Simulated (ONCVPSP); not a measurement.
**Varying the ONCV potential for zinc**

Base potential:

ONCVPSP 4.0.1 input, shortened (lines: element, Z, core and valence counts, functional; n l f; lmax; l rc ep ncon nbas qcut; lloc lpopt rc5 dvloc0; l nproj debl; icmod fcfact rcfact), PBE, scalar-relativistic:

```
  Zn 30.00    3    4        4      upf
    1    0    2.00
    2    0    2.00
    2    1    6.00
    3    0    2.00
    3    1    6.00
    3    2   10.00
    4    0    2.00
    2
    0    1.10    0.00    4    9   13.10
    1    0.95    0.00    4    7   14.50
    2    1.40    0.00    3    7   13.70
    4    3    0.65    0.00
    0    2    3.80
    1    2    1.30
    2    2    2.30
    3    6.00    1.50
```

In the p channel the program set the typed energies aside and used -3.065, 0.250 Ha.

All-electron outer shells of the reference configuration (PBE, scalar-relativistic, ld1.x):

```json
{"shell": "2p", "level (eV)": "-1004.03", "outermost node (bohr)": "–", "outermost maximum (bohr)": "0.15"}
{"shell": "3s", "level (eV)": "-129.23", "outermost node (bohr)": "0.28", "outermost maximum (bohr)": "0.59"}
{"shell": "3p", "level (eV)": "-83.40", "outermost node (bohr)": "0.25", "outermost maximum (bohr)": "0.59"}
{"shell": "3d", "level (eV)": "-10.14", "outermost node (bohr)": "–", "outermost maximum (bohr)": "0.57"}
{"shell": "4s", "level (eV)": "-5.98", "outermost node (bohr)": "0.85", "outermost maximum (bohr)": "2.09"}
```

Cutoffs, loose and tight: the cutoffs (Ha) at which the residual kinetic energy of the hardest occupied pseudo-wave falls to 1 and 0.1 mHa per electron. They do not see the model core or the augmentation charge, which bear on the density cutoff. Test errors are all-electron minus pseudo excitation energies from the reference, over the configurations 3s2 3p6 3d10 4s1; 3s2 3p6 3d10 4s0; 3s2 3p6 3d9 4s0; 3s2 3p6 3d10 4s1.5. A dash means not determined; rows that change the core or the reference have their own tests.

```csv
change,outcome,"cutoff, loose","cutoff, tight",bound ghosts,GHOST(+) flags above zero,largest test error (meV)
base,"generated, projector energies reset by the program",63 Ha,71 Ha,none,none,+6.5
s: rc 1.38,"generated, projector energies reset by the program",63 Ha,71 Ha,none,none,+5.4
d: qcut 14.3,"generated, projector energies reset by the program",67 Ha,76 Ha,none,none,+5.2
d: qcut 15.7,"generated, projector energies reset by the program",67 Ha,77 Ha,none,none,+5.2
functional PBEsol,"generated, projector energies reset by the program",63 Ha,71 Ha,none,none,+8.2
"all radii but the core radius scaled by about 1.13 (s 1.24, p 1.08, d 1.58 bohr); local potential polynomial inside 0.74 bohr (lpopt 3, dvloc0 0 Ha)","generated, projector energies reset by the program",55 Ha,66 Ha,none,none,+18
"core correction Teter function, fcfact 6, rcfact 1.84","generated, projector energies reset by the program",63 Ha,71 Ha,none,none,+6.3
```
